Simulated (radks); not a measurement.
Results of a calculation; reference values are marked as such.
Task: Coherent X-ray form factor from a spherical all-electron density. Level of theory: non-relativistic Kohn-Sham, LB94 model potential, spin-polarised, spherical densities, point nucleus (a radial shooting solver on a logarithmic mesh with Libxc functionals).

sin(theta)/lambda (1/angstrom),f0 (electrons)
0.05,27.805
0.1,27.234
0.15,26.328
0.2,25.150
0.25,23.772
0.3,22.269
0.4,19.156
0.5,16.231
0.6,13.718
0.8,10.112
1,8.026
1.25,6.612
1.5,5.742
2,4.368

The species is in the configuration that NIST lists as its ground one. Which atom or ion scatters so?

Result: The germanium ion Ge4+, [Ar] 3d10. Extrapolating in s^2 from the first two rows gives f0(0) = 28.0, near the electron count 28; among species with that count, the fall with angle is slower the higher Z, and the table is that of Z = 32; from so few rows the species is fixed only to a neighbour or two.
